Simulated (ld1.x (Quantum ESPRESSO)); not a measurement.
What the settings do to the TM potential of Mn

Base potential:

Mn, norm-conserving Troullier–Martins (Kleinman–Bylander form), made with ld1.x (Quantum ESPRESSO) 7.5 (revPBE, scalar-relativistic). Core [Ar], reference 3d5 4s1 4p1. Waves: 4s (bound): rc 1.75 bohr; 4p (bound): rc 2.40 bohr; 3d (bound): rc 1.10 bohr. Local part: all-electron potential smoothed inside 1.35 bohr (lloc = -1). Core correction: a·sin(br)/r model core, default radius (core density twice the valence density).

All-electron outer shells of the reference configuration (revPBE, scalar-relativistic, ld1.x):

```json
{"shell": "3s", "level (eV)": "-87.57", "outermost node (bohr)": "0.34", "outermost maximum (bohr)": "0.74"}
{"shell": "3p", "level (eV)": "-56.23", "outermost node (bohr)": "0.31", "outermost maximum (bohr)": "0.75"}
{"shell": "3d", "level (eV)": "-8.28", "outermost node (bohr)": "–", "outermost maximum (bohr)": "0.76"}
{"shell": "4s", "level (eV)": "-6.03", "outermost node (bohr)": "1.05", "outermost maximum (bohr)": "2.47"}
{"shell": "4p", "level (eV)": "-2.08", "outermost node (bohr)": "1.16", "outermost maximum (bohr)": "3.30"}
```

Cutoffs, loose and tight: the cutoffs (Ry, on a coarse ladder) from which the occupation-weighted sum of valence levels, in a spherical-Bessel basis at the reference potential, stays within 10 and 1 mRy of its value at 400 Ry. They do not see the model core or the augmentation charge, which bear on the density cutoff. Test errors are all-electron minus pseudo excitation energies from the reference, over the configurations 3d5 4s2 4p0; 3d5 4s1 4p0; 3d5 4s0 4p0; 3d5 4s0 4p1; 3d6 4s1 4p0; 3d5 4s1.5 4p0; 3d6 4s0 4p0. A dash means not determined; rows that change the core or the reference have their own tests. The largest error is taken over the tests solved by every variant that gives reliable tests at all: 3d5 4s0 4p0; 3d5 4s0 4p1; 3d5 4s1 4p0; 3d5 4s1.5 4p0; 3d5 4s2 4p0; 3d6 4s0 4p0.

A true bound ghost makes a file unfit for plane-wave use even where its test errors are small: the radial tests pick states by their node count and pass the ghost by. Where a test does run into it, the solver fails or the error is huge.

| change | outcome | cutoff, loose | cutoff, tight | bound ghosts | largest test error (meV) |
| --- | --- | --- | --- | --- | --- |
| base | generated | 160 Ry | 180 Ry | s | -202 |
| all radii but the core radius scaled by about 0.75 (s 1.30, p 1.80, d 0.82 bohr); local potential all-electron potential smoothed inside 1.00 bohr (lloc = -1) | generated | 260 Ry | over 300 Ry | s, p | -116 |
| all radii but the core radius scaled by about 0.90 (s 1.58, p 2.16, d 0.98 bohr); local potential all-electron potential smoothed inside 1.22 bohr (lloc = -1) | generated | 180 Ry | 230 Ry | s | -170 |
| all radii but the core radius scaled by about 0.95 (s 1.66, p 2.28, d 1.04 bohr); local potential all-electron potential smoothed inside 1.28 bohr (lloc = -1) | generated | 180 Ry | 200 Ry | s | -187 |
| all radii but the core radius scaled by about 1.06 (s 1.86, p 2.54, d 1.16 bohr); local potential all-electron potential smoothed inside 1.42 bohr (lloc = -1) | generated | 140 Ry | 180 Ry | s | -221 |
| all radii but the core radius scaled by about 1.27 (s 2.22, p 3.04, d 1.40 bohr); local potential all-electron potential smoothed inside 1.72 bohr (lloc = -1) | generated | 110 Ry | 140 Ry | s | -240 |
| all radii but the core radius scaled by about 1.38 (s 2.42, p 3.30, d 1.52 bohr); local potential all-electron potential smoothed inside 1.86 bohr (lloc = -1) | generated | 100 Ry | 140 Ry | none | -234 |

Task: What comes out with this change to the base: all radii but the core radius scaled by about 1.17 (s 2.04, p 2.80, d 1.28 bohr); local potential all-electron potential smoothed inside 1.58 bohr (lloc = -1)?

Result: outcome: generated; cutoff, loose: 140 Ry; cutoff, tight: 160 Ry; bound ghosts: s; largest test error (meV): -234.

Reading the sweep of the scale of all radii but the core radius (base = 1) (base included, trends over the rows without a ghost): Bound ghosts are found at 0.75, 0.9, 0.95, 1, 1.06, 1.17, 1.27.
